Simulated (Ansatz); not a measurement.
Reaction (ligand exchange at the Al–C bond): `C=[CH][Al]([CH3])[OH]` + `O[SiH3]` → `[CH3][Al]([OH])[O][SiH3]` + `C=C`

Gas-phase electronic energies from Ansatz, PBE0-D4/def2-TZVP geometries. CCSD(T)/CBS adds triple-zeta CCSD(T) − MP2 to the extrapolated MP2 energy (def2 sets, frozen cores). This one scheme is used for every species. DFT in def2-TZVPP. B3LYP here is the variant with VWN-RPA as its local correlation; programs differ in this. HSE06 is defined as in plane-wave codes. Each species was taken in one conformer, which may not be the lowest.

`C=[CH][Al]([CH3])[OH]`:

```xyz
12

C    -0.153   -2.079   -0.322
C    -0.638   -1.232    0.589
Al   -0.213    0.662    0.476
C     0.920    1.373   -0.934
O    -0.830    1.767    1.613
H     0.483   -1.742   -1.139
H    -0.360   -3.148   -0.309
H    -1.265   -1.666    1.369
H     1.892    0.870   -0.965
H     1.100    2.442   -0.795
H     0.465    1.238   -1.920
H    -1.400    1.516    2.338
```

`O[SiH3]`:

```xyz
6

O    -0.923   -0.861    0.221
Si    0.158    0.362    0.000
H    -0.661   -1.743   -0.042
H     1.414    0.131    0.766
H    -0.510    1.589    0.489
H     0.522    0.522   -1.435
```

`[CH3][Al]([OH])[O][SiH3]`:

```xyz
12

C    -1.073    1.138   -1.643
Al    0.392    0.769   -0.437
O     1.767    1.757   -0.468
O     0.337   -0.522    0.648
Si    0.101   -1.788    1.630
H    -0.913    2.063   -2.199
H    -1.196    0.327   -2.367
H    -2.019    1.221   -1.100
H     2.522    1.621    0.102
H     0.618   -3.033    0.998
H     0.813   -1.582    2.920
H    -1.349   -1.970    1.915
```

`C=C`:

Z-matrix (Å, degrees):
```
C
C 1 1.323
H 1 1.085 2 121.7
H 1 1.085 2 121.7 3 -180.0
H 2 1.085 1 121.7 3 -0.0
H 2 1.085 1 121.7 3 -180.0
```

```json
{"level": "LDA (SPW92)", "ΔE (kcal/mol)": "-35.4", "difference from CCSD(T)/CBS": "2.8"}
{"level": "PBE-D4", "ΔE (kcal/mol)": "-35.1", "difference from CCSD(T)/CBS": "3.1"}
{"level": "revPBE-D4", "ΔE (kcal/mol)": "-34.8", "difference from CCSD(T)/CBS": "3.4"}
{"level": "BLYP-D4", "ΔE (kcal/mol)": "-37.9", "difference from CCSD(T)/CBS": "0.3"}
{"level": "r2SCAN-D4", "ΔE (kcal/mol)": "-38.1", "difference from CCSD(T)/CBS": "0.1"}
{"level": "B97M-V", "ΔE (kcal/mol)": "-38.7", "difference from CCSD(T)/CBS": "-0.5"}
{"level": "PBE0-D4", "ΔE (kcal/mol)": "-36.4", "difference from CCSD(T)/CBS": "1.8"}
{"level": "B3LYP-D4", "ΔE (kcal/mol)": "-38.8", "difference from CCSD(T)/CBS": "-0.6"}
{"level": "r2SCANh-D4", "ΔE (kcal/mol)": "-38.3", "difference from CCSD(T)/CBS": "-0.1"}
{"level": "r2SCAN0-D4", "ΔE (kcal/mol)": "-38.6", "difference from CCSD(T)/CBS": "-0.4"}
{"level": "BHLYP-D4", "ΔE (kcal/mol)": "-40.6", "difference from CCSD(T)/CBS": "-2.4"}
{"level": "ωB97M-V", "ΔE (kcal/mol)": "-37.7", "difference from CCSD(T)/CBS": "0.5"}
{"level": "B2PLYP", "ΔE (kcal/mol)": "-39.1", "difference from CCSD(T)/CBS": "-0.9"}
{"level": "PBE", "ΔE (kcal/mol)": "-35.2", "difference from CCSD(T)/CBS": "3.0"}
{"level": "revPBE", "ΔE (kcal/mol)": "-35.1", "difference from CCSD(T)/CBS": "3.1"}
{"level": "BLYP", "ΔE (kcal/mol)": "-38.1", "difference from CCSD(T)/CBS": "0.1"}
{"level": "r2SCAN", "ΔE (kcal/mol)": "-38.1", "difference from CCSD(T)/CBS": "0.1"}
{"level": "B3LYP", "ΔE (kcal/mol)": "-39.0", "difference from CCSD(T)/CBS": "-0.8"}
{"level": "r2SCANh", "ΔE (kcal/mol)": "-38.3", "difference from CCSD(T)/CBS": "-0.1"}
{"level": "r2SCAN0", "ΔE (kcal/mol)": "-38.6", "difference from CCSD(T)/CBS": "-0.4"}
{"level": "HSE06", "ΔE (kcal/mol)": "-36.4", "difference from CCSD(T)/CBS": "1.8"}
{"level": "BHLYP", "ΔE (kcal/mol)": "-40.6", "difference from CCSD(T)/CBS": "-2.4"}
{"level": "CAM-B3LYP", "ΔE (kcal/mol)": "-39.8", "difference from CCSD(T)/CBS": "-1.6"}
{"level": "LC-ωPBE", "ΔE (kcal/mol)": "-37.8", "difference from CCSD(T)/CBS": "0.4"}
{"level": "RPA@PBE/def2-TZVPP", "ΔE (kcal/mol)": "-37.3", "difference from CCSD(T)/CBS": "0.9"}
{"level": "HF/def2-SVP", "ΔE (kcal/mol)": "-43.0", "difference from CCSD(T)/CBS": "-4.8"}
{"level": "MP2/def2-SVP", "ΔE (kcal/mol)": "-40.3", "difference from CCSD(T)/CBS": "-2.1"}
{"level": "CCSD/def2-SVP", "ΔE (kcal/mol)": "-40.8", "difference from CCSD(T)/CBS": "-2.6"}
{"level": "CCSD(T)/def2-SVP", "ΔE (kcal/mol)": "-40.1", "difference from CCSD(T)/CBS": "-1.9"}
{"level": "HF/def2-TZVPP", "ΔE (kcal/mol)": "-42.2", "difference from CCSD(T)/CBS": "-4.0"}
{"level": "MP2/def2-TZVPP", "ΔE (kcal/mol)": "-38.4", "difference from CCSD(T)/CBS": "-0.2"}
{"level": "SCS-MP2/def2-TZVPP", "ΔE (kcal/mol)": "-39.2", "difference from CCSD(T)/CBS": "-1.0"}
{"level": "CCSD/def2-TZVPP", "ΔE (kcal/mol)": "-39.1", "difference from CCSD(T)/CBS": "-0.9"}
{"level": "CCSD(T)/def2-TZVPP", "ΔE (kcal/mol)": "-38.3", "difference from CCSD(T)/CBS": "-0.1"}
{"level": "HF/def2-QZVPP", "ΔE (kcal/mol)": "-42.5", "difference from CCSD(T)/CBS": "-4.3"}
{"level": "MP2/def2-QZVPP", "ΔE (kcal/mol)": "-38.5", "difference from CCSD(T)/CBS": "-0.3"}
{"level": "SCS-MP2/def2-QZVPP", "ΔE (kcal/mol)": "-39.2", "difference from CCSD(T)/CBS": "-1.0"}
{"level": "HF/CBS(def2)", "ΔE (kcal/mol)": "-42.6", "difference from CCSD(T)/CBS": "-4.4"}
{"level": "MP2/CBS(def2)", "ΔE (kcal/mol)": "-38.3", "difference from CCSD(T)/CBS": "-0.1"}
{"level": "CCSD/CBS(def2)", "ΔE (kcal/mol)": "-39.0", "difference from CCSD(T)/CBS": "-0.8"}
{"level": "CCSD(T)/CBS", "ΔE (kcal/mol)": "-38.2", "difference from CCSD(T)/CBS": "0"}
```

Largest T1 diagnostic among the species: 0.012.

From BLYP to BHLYP (50 % exact exchange), in def2-TZVPP and without D4, ΔE moves by −2.4 kcal/mol. In def2-TZVPP, CCSD(T) changes the Hartree–Fock value by +3.9 kcal/mol (the triples alone add +0.8 kcal/mol) and MP2 by +3.7 kcal/mol. At CCSD(T), def2-SVP lies −1.9 kcal/mol from the extrapolated value and def2-TZVPP −0.1 kcal/mol.

CCSD(T)/CBS has its own doubt, a few kJ/mol and more with outer-core shells, so smaller differences from it don't rank the levels.
